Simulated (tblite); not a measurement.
Parent: `[CH2:1]1[CH2:2][S:3][CH2:4][CH2:5][PH:6]1` with P6–C1–C2–S3 -67°, C1–C2–S3–C4 65°, C2–S3–C4–C5 -65°, S3–C4–C5–P6 67°, C4H9PS.

Structures optimised with GFN2-xTB, isolated species. One conformer each, not checked by frequencies here.

| coordinate of the parent | value |
| --- | --- |
| C1–C2 | 1.518 Å |
| C2–S3 | 1.819 Å |
| S3–C4 | 1.819 Å |
| C4–C5 | 1.518 Å |
| C5–P6 | 1.863 Å |
| C1–P6 | 1.863 Å |
| C2–C1–P6 | 115.4° |
| C1–C2–S3 | 112.6° |
| C2–S3–C4 | 97.9° |
| S3–C4–C5 | 112.5° |
| C4–C5–P6 | 115.4° |
| C1–P6–C5 | 99.1° |

Q: How does the shared frame change in `[CH2:1]1[CH2:2][S:3][CH2:4][CH2:5][PH2+:6]1` (charge +1) with P6–C1–C2–S3 -64°, C1–C2–S3–C4 70°, C2–S3–C4–C5 -70°, S3–C4–C5–P6 64°, [C4H10PS]+? Atoms pair as C1 = C1, C2 = C2, S3 = S3, C4 = C4, C5 = C5, P6 = P6 (parent first).

A: 
```
  parent  relative  value in the relative  change
   C1–C2     C1–C2                1.532 Å  +0.014
   C2–S3     C2–S3                1.826 Å  +0.007
   S3–C4     S3–C4                1.826 Å  +0.007
   C4–C5     C4–C5                1.532 Å  +0.014
   C5–P6     C5–P6                1.813 Å  -0.050
   C1–P6     C1–P6                1.813 Å  -0.050
C2–C1–P6  C2–C1–P6                 109.7°    -5.7
C1–C2–S3  C1–C2–S3                 111.7°    -0.9
C2–S3–C4  C2–S3–C4                  98.4°    +0.5
S3–C4–C5  S3–C4–C5                 111.7°    -0.8
C4–C5–P6  C4–C5–P6                 109.7°    -5.7
C1–P6–C5  C1–P6–C5                 110.2°   +11.1
```

Of the parent's bonds, C5–P6 and C1–P6 change most and about equally (-0.050 Å). Point group Cs → Cs.

Q: How does the shared frame change in `[CH3:1][PH+:2]1[CH2:3][CH2:4][S:5][CH2:6][CH2:7]1` (charge +1) with C1–P2–C3–C4 -173°, P2–C3–C4–S5 64°, C3–C4–S5–C6 -70°, C4–S5–C6–C7 70°, [C5H12PS]+? Atoms pair as C1 = C3, C2 = C4, S3 = S5, C4 = C6, C5 = C7, P6 = P2 (parent first).

A: 
```csv
parent,relative,value in the relative,change
C1–C2,C3–C4,1.528 Å,+0.010
C2–S3,C4–S5,1.824 Å,+0.005
S3–C4,S5–C6,1.824 Å,+0.005
C4–C5,C6–C7,1.528 Å,+0.010
C5–P6,C7–P2,1.815 Å,-0.048
C1–P6,C3–P2,1.815 Å,-0.048
C2–C1–P6,C4–C3–P2,110.6°,-4.8
C1–C2–S3,C3–C4–S5,111.5°,-1.1
C2–S3–C4,C4–S5–C6,98.4°,+0.5
S3–C4–C5,S5–C6–C7,111.5°,-1.0
C4–C5–P6,C6–C7–P2,110.6°,-4.8
C1–P6–C5,C3–P2–C7,109.8°,+10.7
```

Of the parent's bonds, C5–P6 and C1–P6 change most and about equally (-0.048 Å). Bonds of the relative outside the shared frame: C1–P2 1.800 Å. Point group Cs → Cs.

These are computed values.
